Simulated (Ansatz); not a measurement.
Program: Ansatz. Geometries: PBE0-D4/def2-TZVP. ΔE: electronic, gas phase. CCSD(T)/CBS adds triple-zeta CCSD(T) − MP2 to the extrapolated MP2 energy (def2 sets, frozen cores). Functionals use def2-TZVPP. Each species was taken in one conformer, which may not be the lowest.

Consider the cleavage of the Si–B bond: `C[SiH2]BO[SiH3]` + `CBN` → `CBN[SiH2]C` + `BO[SiH3]`.

`C[SiH2]BO[SiH3]`:

Cartesian coordinates in Å:
```
C -0.401 -2.600 1.015
Si -0.373 -1.466 -0.484
B -0.217 0.490 0.042
O 0.506 1.348 -0.711
Si 0.792 2.977 -0.575
H 0.541 -2.543 1.565
H -0.555 -3.640 0.718
H -1.206 -2.318 1.696
H -1.661 -1.623 -1.231
H 0.718 -1.875 -1.415
H -0.785 0.928 1.018
H 0.096 3.516 0.622
H 2.256 3.174 -0.456
H 0.290 3.632 -1.806
```

`CBN`:

Z-matrix (Å, degrees):
```
C
B 1 1.568
H 1 1.095 2 110.4
H 1 1.096 2 110.3 3 116.2
H 1 1.094 2 114.3 3 -121.9
N 2 1.392 1 122.0 3 122.1
H 2 1.202 1 121.0 3 -57.9
H 6 1.005 2 123.2 1 180.0
H 6 1.007 2 123.1 1 -0.0
```

`CBN[SiH2]C`:

```xyz
15

C     1.860    0.141   -0.775
B     1.243   -1.172   -0.177
N    -0.130   -1.322    0.081
Si   -1.410   -0.159   -0.176
C    -1.321    1.269    1.019
H     2.477   -0.095   -1.649
H     1.140    0.909   -1.072
H     2.546    0.588   -0.047
H     1.963   -2.100    0.086
H    -0.417   -2.208    0.470
H    -1.358    0.353   -1.571
H    -2.686   -0.903    0.010
H    -0.377    1.808    0.911
H    -2.137    1.974    0.838
H    -1.394    0.917    2.051
```

`BO[SiH3]`:

Cartesian coordinates in Å:
```
B -1.141 0.684 0.821
O 0.158 0.413 0.594
Si 0.923 -0.486 -0.571
H -1.987 0.232 0.093
H -1.416 1.379 1.758
H -0.074 -1.074 -1.500
H 1.689 -1.557 0.110
H 1.848 0.410 -1.305
```

CCSD(T)/CBS gives -71.8 kJ/mol.

Problem. Another level gave -78.9 kJ/mol. Which?
A. SCS-MP2/def2-TZVPP
B. PBE0-D4/def2-TZVPP
C. CCSD(T)/def2-TZVPP
D. r2SCAN-D4/def2-TZVPP

Solution. A. SCS-MP2/def2-TZVPP -78.9, PBE0-D4 -59.2, r2SCAN-D4 -65.4, CCSD(T)/def2-TZVPP -70.5 kJ/mol.

Largest T1 diagnostic among the species: 0.013.

From PBE to PBE0 (25 % exact exchange), in def2-TZVPP and without D4, ΔE moves by −7.5 kJ/mol. The D4 term adds −6.2 kJ/mol with B3LYP and −3.4 kJ/mol with PBE0; it sums over pairs of atoms, weighted by their polarisabilities, and B3LYP, whose exchange is more repulsive, gets the larger term.

B3LYP here is the variant with VWN-RPA as its local correlation; programs differ in this.
